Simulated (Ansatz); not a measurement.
Geometry optimisation, UKS B3LYP-D4/STO-3G in Ansatz.

The input (input.yaml):

```yaml
crystal:
  periodic: [false, false, false]
  atoms:
    - { symbol: Al, position_ang: [-0.8949, -0.6062, 0.7017] }
    - { symbol: "N", position_ang: [1.2367, -1.2714, 0.5655] }
    - { symbol: O, position_ang: [-1.7407, -1.2664, -0.5347] }
    - { symbol: O, position_ang: [-1.3613, -0.3054, 2.2434] }
    - { symbol: H, position_ang: [1.0216, -0.0137, 0.1515] }
    - { symbol: O, position_ang: [0.3269, 1.046, -0.0293] }
    - { symbol: C, position_ang: [0.4077, 1.6434, -1.2862] }
    - { symbol: H, position_ang: [1.8528, -1.3026, 1.3616] }
    - { symbol: H, position_ang: [1.5737, -1.8756, -0.1671] }
    - { symbol: H, position_ang: [-2.2855, -1.6585, -1.2] }
    - { symbol: H, position_ang: [-1.439, 0.1522, 3.0646] }
    - { symbol: H, position_ang: [0.1512, 0.9532, -2.098] }
    - { symbol: H, position_ang: [-0.2792, 2.4938, -1.3285] }
    - { symbol: H, position_ang: [1.43, 2.0113, -1.4444] }
magnetization:
  spin_polarized: true
basis:
  gaussian: { orbitals: STO-3G }
hamiltonian:
  xc: b3lyp
  dispersion: d4
relax:
  f_tol: 0.15
  max_steps: 25
  restrain:
    - { distance: [0, 5], at: 1.87, k: 30.0 }
    - { distance: [4, 1], at: 1.02, k: 30.0 }
    - { distance: [0, 1], at: 3.22, k: 30.0 }
    - { distance: [4, 5], at: 2.27, k: 30.0 }
```

Run as:

```bash
$ ansatz run input.yaml --threads 1 --pin off --max-ram 2048MiB --backend cpu --events-out ev --progress --plain --runs-dir out
```

Task: Where does it end, and by what steps?

Result: It converged. The restraints hold the end off the free minimum. Limits of this set-up: minimal basis. After 14 steps the energy has fallen by 2.057 eV (the restraints' own energy left out); H5 moved furthest, 0.91 Å. Parted: Al1–N2. Joined: N2–H5.

```json
{"step": "0", "energy less start (eV)": "0.0000", "largest force component (eV/Å)": "5.724", "accepted": "yes"}
{"step": "1", "energy less start (eV)": "0.3504", "largest force component (eV/Å)": "5.720", "accepted": "yes"}
{"step": "2", "energy less start (eV)": "0.4933", "largest force component (eV/Å)": "3.378", "accepted": "yes"}
{"step": "3", "energy less start (eV)": "0.3446", "largest force component (eV/Å)": "2.411", "accepted": "yes"}
{"step": "4", "energy less start (eV)": "-0.3711", "largest force component (eV/Å)": "2.033", "accepted": "yes"}
{"step": "5", "energy less start (eV)": "-0.8732", "largest force component (eV/Å)": "1.970", "accepted": "yes"}
{"step": "6", "energy less start (eV)": "-1.2709", "largest force component (eV/Å)": "1.391", "accepted": "yes"}
{"step": "7", "energy less start (eV)": "-1.5228", "largest force component (eV/Å)": "1.836", "accepted": "yes"}
{"step": "8", "energy less start (eV)": "-1.6202", "largest force component (eV/Å)": "1.726", "accepted": "yes"}
{"step": "9", "energy less start (eV)": "-1.7567", "largest force component (eV/Å)": "2.320", "accepted": "yes"}
{"step": "10", "energy less start (eV)": "-1.8317", "largest force component (eV/Å)": "2.146", "accepted": "yes"}
{"step": "11", "energy less start (eV)": "-1.9007", "largest force component (eV/Å)": "1.963", "accepted": "yes"}
{"step": "12", "energy less start (eV)": "-1.9338", "largest force component (eV/Å)": "1.806", "accepted": "yes"}
{"step": "13", "energy less start (eV)": "-2.0339", "largest force component (eV/Å)": "1.791", "accepted": "yes"}
{"step": "14", "energy less start (eV)": "-2.0575", "largest force component (eV/Å)": "1.797", "accepted": "yes"}
```

```xyz
14
Properties=species:S:1:pos:R:3
Al -1.229 -0.034 0.407
N 1.646 -1.430 0.665
O -2.023 -0.634 -0.975
O -1.807 -0.407 1.966
H 1.745 -0.396 0.545
O 0.125 1.143 0.181
C 0.210 1.506 -1.234
H 2.264 -1.628 1.501
H 2.225 -1.808 -0.136
H -2.755 -1.250 -0.614
H -1.161 0.057 2.609
H 0.308 0.639 -1.936
H -0.660 2.103 -1.597
H 1.111 2.139 -1.381
```

Whether the end is a true minimum wasn't checked by a vibrational analysis.

Run time: 44 s on 1 thread of Intel(R) Xeon(R) Platinum 8559C (Emerald Rapids) (shared host), peak memory 0.2 GiB.
